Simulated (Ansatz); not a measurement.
Several settings on one geometry of W₃ (the lowest singlet isomer of a short search) (that of the charge 0 singlet, PBE-D4/def2-TZVP). Ansatz on 4 threads of Arm Neoverse V2 on a shared host; times are rough.

Cartesian coordinates in Å:
```
W 1.308 -0.318 -0.223
W -0.990 -0.897 0.281
W -0.318 1.215 -0.057
```

Totals from different functionals, basis sets or treatments of relativity can't be compared as stabilities.

In the def2 sets W takes a core potential; there is no spin–orbit coupling.

At PBE-D4/def2-TZVP a triplet lies 0.22 eV below the restricted singlet of charge 0, at its own geometry.

The spins typed aren't always the lowest for that charge.

Task: Give the basis size and estimate the energy, ⟨S²⟩ and time of these runs.

```tsv
run	method	charge	state	further keys
1	UKS PBE0-D3(BJ)/def2-mTZVP	-1	doublet	scf: {omitted_lower_state_checks: [starts]}; forces asked
2	ROKS B97/def2-TZVP	-1	doublet	nuclear_model: gaussian; forces asked
3	RKS PBE/def2-TZVPD	0	singlet	scf: {omitted_lower_state_checks: [starts]}
4	RKS ωB97X/def2-TZVPD	0	singlet	nuclear_model: gaussian; point_charges: [{charge: -1.00, position_ang: [5.198, 0.374, 0.851]}]; scf: {omitted_lower_state_checks: [starts]}; forces asked
```

Result: 
| run | functions | energy (Eh) | ⟨S²⟩ | wall time |
| --- | --- | --- | --- | --- |
| 1 | 108 | -201.0156 | 0.81 | 17 s |
| 2 | 120 | -201.1475 | – | 58 s |
| 3 | 129 | -201.2500 | – | 1.9 s |
| 4 | 129 | -201.0225 | – | 24 s |

The highest occupied level of an anion often lies above zero with these methods, and sets without diffuse functions describe the outer electron poorly. The restricted singlet is unstable towards broken spin symmetry at other levels; at RKS PBE/def2-TZVPD, RKS ωB97X/def2-TZVPD this wasn't settled.
